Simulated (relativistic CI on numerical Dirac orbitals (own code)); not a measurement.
Radial parameters of Pb4+

These numbers are calculated, not measured: Dirac-Coulomb-Breit CI, separate exchange-only KLI orbitals for each configuration, QED by a radiative potential, valence Slater integrals scaled by 0.85, P86 correlation energy added to each configuration (own radial code, finite nucleus).

Slater integrals F^k, G^k are unscaled and averaged over j, outside the closed core [Xe] 4f14; ζ comes from projecting the Hamiltonian with its Breit term on Σ l·s of the shell.

- 5d⁹6s: ζ(5d) = 8376.5, G^2(5d,6s) = 24688 cm⁻¹; <r>(5d) = 1.243, <r^2>(5d) = 1.771, <r>(6s) = 2, <r^2>(6s) = 4.46 (bohr units).
- 5d⁹5f: ζ(5d) = 8491.8, F^2(5d,5f) = 30691, F^4(5d,5f) = 16856, G^1(5d,5f) = 28154, G^3(5d,5f) = 16869, G^5(5d,5f) = 11814, ζ(5f) = -104.44 cm⁻¹; <r>(5d) = 1.235, <r^2>(5d) = 1.746, <r>(5f) = 2.816, <r^2>(5f) = 9.255 (bohr units).
- 5d⁹6p: ζ(5d) = 8533.9, F^2(5d,6p) = 34490, G^1(5d,6p) = 13523, G^3(5d,6p) = 11815, ζ(6p) = 16577 cm⁻¹; <r>(5d) = 1.238, <r^2>(5d) = 1.754, <r>(6p) = 2.406, <r^2>(6p) = 6.468 (bohr units).

In this model ζ of a weakly bound d, f or g electron outside closed shells comes out too small, for d by up to a factor of two or three and at times with the wrong sign; that of an outer p electron is too small as well.

Averages of the first 10 configurations, taken without configuration mixing, which lowers the lowest level and can move excited configurations by several eV; other configurations of the list can lie among them:

```csv
Configuration,Parity,States,Average energy above the lowest level (eV)
5d¹⁰,even,1,0.0
5d⁹6s,even,20,15.9
5d⁹5f,odd,140,45.6
5d⁹6p,odd,60,28.5
5d⁹7s,even,20,43.1
5d⁹6d,even,100,42.3
5d⁹7p,odd,60,47.6
5d⁹7d,even,100,53.3
5d⁹6f,odd,140,54.3
5d⁹5g,even,180,56.2
```
